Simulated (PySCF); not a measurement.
Fractional electron number in Ni²⁺ (nickel, charge +2)

The 3d beta orbital of [Ar] 3d8 is emptied in steps (occupation f), with all orbitals relaxed, ending at [Ar] 3d7. Computed with PySCF 2.14 in x2c-TZVPall, with the spin-free X2C one-electron Hamiltonian (Gaussian nucleus). The exact energy is a straight line in f; departures are measured from the line between the end points of the same method.

```
  f  CAM-B3LYP (eV)
  1           0.000
0.8          -0.682
0.6          -1.035
0.4          -1.047
0.2          -0.706
  0           0.000
```

```tsv
method	E(f=0) − E(f=1) (eV)	−ε at f=1 (eV)	−ε at f=0.4 (eV)
CAM-B3LYP	35.987	31.777	36.802
```

Orbital energy along the path (eV):

```
  f  CAM-B3LYP
  1    -31.777
0.8    -33.388
0.6    -35.065
0.4    -36.802
0.2    -38.595
  0    -40.445
```

Reference removal energy between the ground levels: 35.187 ± 0.019 eV (measured; NIST Atomic Spectra Database, ionization energies). The calculation has no spin-orbit coupling. The determinant left behind need not be the lowest term of the ion.
